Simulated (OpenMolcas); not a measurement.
**Ge I: thermal populations, Slater's ratio, worked from levels**

| Item | Value |
| --- | --- |
| Program | OpenMolcas |
| Basis | ANO-RCC-VQZP [7s6p4d2f1g] |
| Scalar Hamiltonian | DKH2, point nucleus |
| Active space | 4 electrons in 8 orbitals (4s 4p 5s 5p) |
| State averaging | 2S+1 = 3 even, 3 roots; 2S+1 = 1 even, 6 roots; 2S+1 = 5 odd, 1 root; 2S+1 = 3 odd, 5 roots |
| Spin-orbit coupling | state interaction with AMFI integrals over the reference wave functions, term energies averaged over their components |

Methods: CASSCF; SS-CASPT2, IPEA 0.25 Eh, imaginary shift 0.1 Eh (closed shells correlated: 3d). Measured levels: NIST Handbook of Basic Atomic Spectroscopic Data.

**Thermal populations.** Z = Σ (2J + 1) exp(-E/kT) with k = 0.695035 cm-1/K, over the levels below. No other level of either list lies under 37400 cm-1, which is above 7 kT at each temperature.

```csv
Level,2J + 1,SS-CASPT2,measured
4s² 4p² ³P₀,1,0.0,0.0
4s² 4p² ³P₁,3,447,557
4s² 4p² ³P₂,5,1161,1410
4s² 4p² ¹D₂,5,7890,7125
4s² 4p² ¹S₀,1,16900,16367
```

```tsv
T (K)	Z, SS-CASPT2	Z, measured levels	Ground level (%), SS-CASPT2	Ground level (%), measured levels
2000	5.361	4.852	18.7	20.6
3000	6.400	6.004	15.6	16.7
5000	7.742	7.541	12.9	13.3
```

At 5000 K, kT = 3475 cm-1, and the computed levels give Z = 1.000 + 2.638 + 3.580 + 0.516 + 0.008 = 7.742.

**Slater's ratio.** With one set of orbitals, p2 has ¹D - ³P = 6 F2 and ¹S - ¹D = 9 F2 (F2 = F²/25), a ratio of 3/2. Term energies are centres of gravity, weighted by 2J + 1.

```json
{"Source": "CASSCF", "¹D - ³P": "8151", "¹S - ³P": "14812", "F2 from the first": "1358", "Ratio": "0.817"}
{"Source": "SS-CASPT2", "¹D - ³P": "7098", "¹S - ³P": "16107", "F2 from the first": "1183", "Ratio": "1.269"}
{"Source": "measured", "¹D - ³P": "6156", "¹S - ³P": "15398", "F2 from the first": "1026", "Ratio": "1.501"}
```

Energies in cm-1. A ratio away from 3/2 shows effects beyond one configuration with one set of orbitals, and in heavier atoms second-order spin-orbit shifts. In CASSCF the valence s occupation is 1.91 in ¹S against 1.96 in ¹D: mixing out of s² acts most on ¹S and pulls it down.

CASPT2 breaks the degeneracy within a term, and the mean is taken; among the terms shown or strongly mixed into the levels shown the widest spread is 58 cm-1 (4s² 4p² ¹D, SS-CASPT2). Over all roots computed the reference weight is 0.87 to 0.95 in SS-CASPT2; the roots of lowest weight are the least certain, and an intruder state may touch them. Active for correlation alone: 5p 5s; no level in the range computed is led by a configuration that fills them, so any true level of that kind is missing. Without dynamic correlation excited terms often stand tens of per cent too high (terms of higher spin than the ground term too low), and those without a measured partner can miss by more than the paired ones (holds for CASSCF). Measured partners are found by configuration, term and J. A level has none where our copy of the source lacks it or the pairing is in doubt (some pairs that miss far off the trend of their configuration count as doubtful), and it then counts in no deviation. Only configurations of the active space appear.
